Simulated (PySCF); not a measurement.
Delta-SCF ions had no search for a lower state. Excitations are Tamm–Dancoff values on a coarser integration grid. The basis has no diffuse functions, so Rydberg states are missing or too high.

[Al(CH3)3(CH3CN)] (charge 0, multiplicity 1)

Method: M06-2X/def2-TZVP // PBE0-D3(BJ)/def2-SVP (PySCF).

```json
{
  "HOMO": "-7.69 eV",
  "dipole_moment": "8.06 D",
  "HOMO–LUMO gap": "7.98 eV",
  "LUMO": "0.30 eV",
  "S1 excitation (TDA)": "5.71 eV",
  "S1 oscillator strength": "0.000",
  "brightest of the four lowest singlets (TDA)": "5.95 eV",
  "vertical ionisation energy (Delta-SCF)": "8.62 eV",
  "charge on the central atom (Mulliken)": "0.50 e",
  "charge on the central atom (meta-Löwdin)": "0.77 e",
  "total_energy": "-494.9222 Ha",
  "cost": "roughly 60 core-minutes"
}
```

Bonds (Å): Al1–C2 1.982, Al1–C6 1.982, Al1–C10 1.982, Al1–N16 2.067, C2–H3 1.104, C2–H4 1.104, C2–H5 1.105, C6–H7 1.105, C6–H8 1.104, C6–H9 1.104, C10–H11 1.104, C10–H12 1.105, C10–H13 1.104, C14–C15 1.446, C14–H17 1.099, C14–H18 1.099, C14–H19 1.099, C15–N16 1.152. Bond angles (°): C2–Al1–C6 117.4, C2–Al1–C10 117.4, C2–Al1–N16 99.4, C6–Al1–C10 117.4, C6–Al1–N16 99.4, C10–Al1–N16 99.4, Al1–C2–H3 112.8, Al1–C2–H4 112.8, Al1–C2–H5 110.5, H3–C2–H4 107.5, H3–C2–H5 106.4, H4–C2–H5 106.4, Al1–C6–H7 110.5, Al1–C6–H8 112.8, Al1–C6–H9 112.8, H7–C6–H8 106.4, H7–C6–H9 106.4, H8–C6–H9 107.5, Al1–C10–H11 112.8, Al1–C10–H12 110.5, Al1–C10–H13 112.8, H11–C10–H12 106.4, H11–C10–H13 107.5, H12–C10–H13 106.4, C15–C14–H17 109.8, C15–C14–H18 109.8, C15–C14–H19 109.8, H17–C14–H18 109.1, H17–C14–H19 109.2, H18–C14–H19 109.1, C14–C15–N16 180.0, Al1–N16–C15 179.9.
Charge 0, spin multiplicity 1.
